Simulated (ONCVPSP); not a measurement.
What one change does to a pseudopotential (Hf, ONCV)

| Property | Result |
| --- | --- |
| Element | Hf (Z = 72) |
| Generator | ONCVPSP 4.0.1 |
| Type | optimised norm-conserving Vanderbilt (ONCV) |
| Functional | LDA (Perdew-Wang 92) |
| Relativity | scalar-relativistic |
| Frozen core | [Kr] 4d10 4f14 |
| Valence charge | 12 |
| Reference configuration | 5s2 5p6 5d2 6s2 |
| Partial waves | 5s+6s: rc 2.10 bohr, ncon 4, nbas 7, qcut 4.8 1/bohr, 2 projectors; 5p: rc 1.25 bohr, ncon 3, nbas 7, qcut 7.9 1/bohr, 2 projectors, debl 1.9 Ha; 5d: rc 2.10 bohr, ncon 4, nbas 9, qcut 4.1 1/bohr, 3 projectors, debl 0.4 Ha |
| Local potential | polynomial inside 1.15 bohr (lpopt 2, dvloc0 3 Ha) |
| Core correction | Teter function, fcfact 3.5, rcfact 1.1 |

Change: s: qcut 6.6.

Cutoffs: the cutoffs (Ha) at which the residual kinetic energy of the hardest occupied pseudo-wave falls to 1 and 0.1 mHa per electron; they do not see the model core or the augmentation charge, which bear on the density cutoff. Errors are all-electron minus pseudo energies relative to the spin-unpolarised reference configuration.

Problem. What does the change do?

Solution. The potential gets neither clearly harder nor softer (27 Ha and 65 Ha → 27 Ha and 65 Ha); the p channel sets the loose cutoff, while the largest relative change is in s, which becomes harder; of the 3 tests that both files solve, the error grows in 0 and shrinks in 3 by more than 15 % and 0.3 meV (median size 4.8 → 1.8 meV); neither file shows a bound ghost.

| quantity | base | changed |
| --- | --- | --- |
| cutoff, loose | 27 Ha | 27 Ha |
| cutoff, tight | 65 Ha | 65 Ha |
| loose cutoff by channel | s 7.7 Ha, p 27 Ha, d 18 Ha | s 12 Ha, p 27 Ha, d 18 Ha |
| bound ghosts | none | none |
| GHOST(+) flags under 300 eV | d at 38.8 eV | d at 38.8 eV |
| tests with a reliable result | 3 of 4 | 3 of 4 |
| error for 5s2 5p6 5d2 6s1, meV [ΔE 8.19 eV] | -2.3 | -1.8 |
| error for 5s2 5p6 5d2 6s0, meV [ΔE 22.69 eV] | -4.8 | -1.5 |
| error for 5s2 5p6 5d3 6s0, meV [ΔE 10.22 eV] | -7.9 | -4.2 |
| s: phases at 2.13 bohr within 0.05 rad from the reference energy up to (Ha; the scan ends near 5) | 4.2 | to the end of the scan |
| p: phases at 1.27 bohr within 0.05 rad from the reference energy up to (Ha; the scan ends near 5) | to the end of the scan | to the end of the scan |
| d: phases at 2.13 bohr within 0.05 rad from the reference energy up to (Ha; the scan ends near 5) | to the end of the scan | to the end of the scan |
| rms error of d²Exc/dni dnj with the model core, mHa | 4.31 | 4.21 |
